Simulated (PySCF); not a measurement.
# Effect of structural changes

Level of theory: TDDFT CAM-B3LYP/def2-SVPD circular dichroism and optical rotation, one conformer, gas phase in PySCF 2.14.0. Geometry: GFN2-xTB.

Each molecule in one low-energy conformer. The parent is C=C[C@@H]1CO[Si@H](F)C1.

The molecule is flexible and this is one conformer; a measurement averages over conformers.

**Question.** How does the specific rotation at 589.3 nm (origin-invariant length gauge) change along this series?
- C=C[C@@H]1CO[Si@H](F)C1 (base)
- C=C[C@H]1CO[Si@H](F)C1 (diastereomer)

**Answer.** 
```
               molecule  [α]589 (deg dm⁻¹ (g/mL)⁻¹)  S1 (eV)  R(S1), velocity form (10⁻⁴⁰ esu² cm²)
C=C[C@@H]1CO[Si@H](F)C1                       -47.7     7.35                                   +6.2
 C=C[C@H]1CO[Si@H](F)C1                      -114.9     7.38                                  -36.0
```
The specific rotation at 589.3 nm (origin-invariant length gauge) is lowest for C=C[C@H]1CO[Si@H](F)C1 and highest for C=C[C@@H]1CO[Si@H](F)C1.
